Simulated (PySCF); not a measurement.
Ligands exchanged one at a time, Al CH3-NH2. All species are isolated molecules in the gas phase. Strings in code marks are SMILES.

The T1 excitation (TDA) from two functionals at the same geometries (B3LYP-D3(BJ)/def2-TZVP), both in PySCF: PBE-D3(BJ)/def2-TZVP and TPSSh-D3(BJ)/def2-TZVP. Excitations are Tamm–Dancoff values on a coarser integration grid. The basis has no diffuse functions, so Rydberg states are missing or too high.

```json
[
 {"species": "0 of 3 CH3 replaced by NH2 (`[CH3][Al]([CH3])[CH3]`)", "PBE-D3(BJ)/def2-TZVP (eV)": "4.90"},
 {"species": "1 of 3 CH3 replaced by NH2 (`[CH3][Al]([CH3])[NH2]`)", "PBE-D3(BJ)/def2-TZVP (eV)": "4.97"},
 {"species": "2 of 3 CH3 replaced by NH2", "PBE-D3(BJ)/def2-TZVP (eV)": "4.75"},
 {"species": "3 of 3 CH3 replaced by NH2", "PBE-D3(BJ)/def2-TZVP (eV)": "4.63"}
]
```

Q: What does TPSSh-D3(BJ)/def2-TZVP give for each?

A: 
- 0 of 3 CH3 replaced by NH2 (`[CH3][Al]([CH3])[CH3]`): 5.30
- 1 of 3 CH3 replaced by NH2 (`[CH3][Al]([CH3])[NH2]`): 5.35
- 2 of 3 CH3 replaced by NH2: 5.27
- 3 of 3 CH3 replaced by NH2: 5.18
Over these rows, drawn at random from the members with no instability flagged (it was tested for open shells, ions and some series alone), PBE minus TPSSh-D3(BJ): mean -0.46 eV, from -0.54 eV to -0.38 eV.
